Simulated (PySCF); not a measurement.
## Working out the ionisation energy of Al⁺

Al⁺ [Ne] 3s2 (1S) → Al²⁺ [Ne] 3s1 (2S). All numbers are calculated (PySCF 2.14, scalar relativity by spin-free X2C-1e, in x2c-TZVPPall with one added diffuse shell each of s, p, d type (6s6p4d1f, 51 functions)). Frozen: 1s2. Energies in hartree (1 hartree = 27.21139 eV):

```json
{"part": "UHF", "Al⁺ (lower)": "-242.104834", "Al²⁺ (upper)": "-241.459494"}
{"part": "MP2 opposite-spin", "Al⁺ (lower)": "-0.134730", "Al²⁺ (upper)": "-0.103629"}
{"part": "MP2 same-spin", "Al⁺ (lower)": "-0.045103", "Al²⁺ (upper)": "-0.041823"}
```

Question: What does Hartree-Fock give?

Answer: (-241.459494) − (-242.104834) = 0.645340 hartree = 17.561 eV.

Question: What do MP2 and SCS-MP2 (6/5 opposite-spin, 1/3 same-spin) give?

Answer: The opposite-spin parts differ by 0.846 eV and the same-spin parts by 0.089 eV. MP2: 17.561 + (0.846) + (0.089) = 18.496 eV. SCS-MP2: 17.561 + 1.2 × (0.846) + (0.089)/3 = 18.606 eV.

Measured between the centres of the two terms (NIST): 18.829 eV, so MP2 (valence and next inner shell) is off by -0.333 eV.

What remains against the reference includes basis incompleteness, the frozen core and correlation beyond second order.
